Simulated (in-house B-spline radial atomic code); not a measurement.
Binding energies in Ir

NIST's tabulated ground configuration is [Xe] 4f14 5d7 6s2; each binding energy is the energy of the ion with one electron taken from that subshell, relaxed, less that of the parent. Level of theory: Dirac-Hartree-Fock, average of configuration, Fermi nucleus of rms radius 5.4032 fm; calculated with a B-spline radial code for spherical atoms. Energies include first-order Breit, QED and recoil terms.

```
subshell  X-ray name  binding energy (eV)  -ε (eV)  relaxation (eV)
      1s           K                76118  76609.9             92.8
      2s          L1              13436.9  13543.5             56.4
   2p1/2          L2              12835.7  12946.1             61.1
   2p3/2          L3              11226.5  11315.5             57.6
   3p1/2          M2               2923.9   2967.0             33.7
      4s          N1                708.2    725.0             14.6
   4p1/2          N2                595.2    611.6             14.5
   4p3/2          N3                510.7    525.0             13.3
      5s          O1                110.9    115.7              4.5
   5p1/2          O2                73.24    77.59             4.11
   4f5/2          N6                72.75    84.47            11.94
   4f7/2          N7                69.76    81.17            11.73
   5p3/2          O3                59.76    63.39             3.55
      5d        O4,5                10.74    12.74             2.03
      6s          P1                 7.76     8.15             0.36
```

Relaxation = -ε minus the binding energy without Breit, QED and recoil terms.

Emission lines follow as differences of binding energies, with λ = 12398.42 eV·Å / E:

| line | holes | energy (eV) | wavelength (Å) |
| --- | --- | --- | --- |
| K-L3 | 1s → 2p3/2 | 64891.5 | 0.19106 |
| K-L2 | 1s → 2p1/2 | 63282.3 | 0.19592 |

(1) What screening constant σ does Moseley's law, E = (3/4)·13.6057 eV·(Z - σ)², need for K-L3?

Moseley's non-relativistic formula needs a falling, then negative, screening constant for heavy elements, because relativity binds the 1s electron more strongly than the formula allows.

(2) What does it cost to remove both a 2s and a 4p1/2 electron?

(3) What does it cost to remove both a 4f5/2 and a 5p1/2 electron?

(4) What does it cost to remove two 4f5/2 electrons?

Answers

(1) σ = -2.74.

(2) 14069 eV, which is 36.95 eV more than the two single binding energies together.

(3) 162.46 eV, which is 16.47 eV more than the two single binding energies together.

(4) 169.49 eV, which is 24 eV more than the two single binding energies together.
